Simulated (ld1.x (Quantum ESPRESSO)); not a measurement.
What one change does to a pseudopotential (Rb (Z = 37), TM semilocal)

ld1.x (Quantum ESPRESSO) 7.5 input, shortened:

```
&input
   title='Rb', zed=37., rel=1, dft='PZ', iswitch=3,
   config='[Kr] 4d1 5s0 5p0'
 /
 &inputp
   pseudotype=1, tm=.true., lloc=1,
   nlcc=.true., new_core_ps=.true.
 /
3
5S  1  0   0.00   0.00  3.25  3.25  0.0
4D  3  2   1.00   0.00  4.20  4.20  0.0
5P  2  1   0.00   0.00  4.00  4.00  0.0
 &test
   configts(1)='4d1 5s0 5p0'
 /
```

All-electron outer shells of the reference configuration (LDA (PZ), scalar-relativistic, ld1.x):

```csv
shell,level (eV),outermost node (bohr),outermost maximum (bohr)
4s,-33.08,0.62,1.25
4p,-17.14,0.64,1.42
5s,-2.95,1.78,4.06
5p,-1.32,2.19,6.21
4d,-0.63,0.70,5.76
```

Change: all radii but the core radius scaled by about 1.22 (s 3.96, p 4.86, d 5.12 bohr).

Cutoffs: the cutoffs (Ry, on a coarse ladder) from which the occupation-weighted sum of valence levels, in a spherical-Bessel basis at the reference potential, stays within 10 and 1 mRy of its value at 400 Ry; they do not see the model core or the augmentation charge, which bear on the density cutoff. Errors are all-electron minus pseudo energies relative to the spin-unpolarised reference configuration.

Q: Predict the effect on cutoff, ghosts and configuration errors.

A: Both files are very soft, the changed one slightly softer (loose and tight cutoff 6 and 8 Ry → 6 and 6 Ry on this coarse ladder); of the 6 tests that both files solve, the error grows in 5 and shrinks in 1 by more than 15 % and 0.3 meV (median size 2.2 → 2.5 meV); neither file shows a bound ghost. A semilocal file is local in each channel, so a ghost entry of none says nothing of the separable form that plane-wave codes build from it.

```tsv
quantity	base	changed
cutoff, loose	6 Ry	6 Ry
cutoff, tight	8 Ry	6 Ry
bound ghosts	none	none
error for 4d0 5s1 5p0, meV [ΔE -2.32 eV]	-2.9	-6.0
error for 4d0 5s0.5 5p0, meV [ΔE -0.66 eV]	+2.1	+2.9
error for 4d0 5s0 5p1, meV [ΔE -0.70 eV]	-2.2	+0.5
error for 4d0.5 5s0.5 5p0, meV [ΔE -1.16 eV]	-0.4	-1.2
error for 4d1 5s0 5p0 (spin-polarised), meV [ΔE -0.06 eV]	+1.1	+2.1
error for 4d0 5s1 5p0 (spin-polarised), meV [ΔE -2.44 eV]	-2.6	-5.7
```
